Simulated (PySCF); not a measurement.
A calculated (UHF, PySCF 2.14, cc-pVTZ-DK, scalar relativity by spin-free X2C-1e) atom or ion has these occupied shells.

```csv
shell,electrons,orbital energy (eV),"rms radius, mean of both spins (bohr)"
1s α,1,-7183.3,0.0675
1s β,1,-7183.2,0.0675
2s α,1,-892.53,0.288
2s β,1,-889.17,0.288
2p α,3,-758.30,0.260
2p β,3,-755.04,0.260
3s α,1,-128.80,0.871
3s β,1,-118.86,0.871
3p α,3,-89.141,0.935
3p β,3,-77.442,0.935
3d α,5,-26.598,1.22
3d β,1,-20.990,1.22
4s α,1,-15.418,2.98
```

Name the element and its charge.

Fe⁺ (iron, charge +1), in [Ar] 3d6 4s1, high-spin 6D determinant.
